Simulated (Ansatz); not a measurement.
The cluster Mo3O9⁻. Total charge -1; doublet. Geometry PBE-D4/def2-SVP; atoms count from 1.

| atom | x (Å) | y (Å) | z (Å) |
| --- | --- | --- | --- |
| Mo1 | 1.583 | 1.181 | -0.067 |
| Mo2 | 1.060 | -1.458 | 0.812 |
| Mo3 | -1.723 | 0.063 | -0.835 |
| O4 | -2.853 | 1.368 | 0.017 |
| O5 | 1.009 | -1.369 | 2.523 |
| O6 | -2.215 | -0.363 | -2.400 |
| O7 | -0.556 | -1.324 | -0.110 |
| O8 | -3.129 | -0.008 | 0.478 |
| O9 | 1.696 | 2.130 | 1.357 |
| O10 | 2.219 | -2.568 | 0.208 |
| O11 | 2.980 | 1.247 | -1.059 |
| O12 | -0.072 | 1.100 | -0.924 |

In the def2 sets Mo takes a core potential; there is no spin–orbit coupling. The structure holds one bond between oxygen atoms, so isomers without such links may lie far lower. The structure comes from a short search, and lower isomers may exist.

Estimate the Mulliken populations from the PBE0/def2-SVP orbitals of Ansatz.


```
atom  charge (e)  spin (α − β)  d electrons
 Mo1        0.89          0.13         4.01
 Mo2        0.89          0.13         4.01
 Mo3        1.26          0.85         3.90
  O4       -0.33          0.00            –
  O5       -0.40          0.01            –
  O6       -0.41         -0.05            –
  O7       -0.66         -0.05            –
  O8       -0.33          0.00            –
  O9       -0.40          0.01            –
 O10       -0.42          0.01            –
 O11       -0.42          0.01            –
 O12       -0.66         -0.05            –
```
Mulliken values depend strongly on the basis.

Where does the spin sit?

Summed by element: Mo 1.10, O -0.10, of 1 unpaired in all. Largest on single atoms: Mo3 0.85, Mo1 0.13, Mo2 0.13.

And the Mayer bond orders between heavy atoms (over 0.3)?

Mo1–Mo2 0.91 (2.83 Å); Mo1–O9 2.11 (1.71 Å); Mo1–O11 2.10 (1.71 Å); Mo1–O12 1.17 (1.87 Å); Mo2–O5 2.11 (1.71 Å); Mo2–O7 1.17 (1.87 Å); Mo2–O10 2.10 (1.71 Å); Mo3–O4 0.95 (1.92 Å); Mo3–O6 2.11 (1.69 Å); Mo3–O7 0.73 (1.95 Å); Mo3–O8 0.95 (1.93 Å); Mo3–O12 0.73 (1.95 Å); O4–O8 0.90 (1.48 Å).
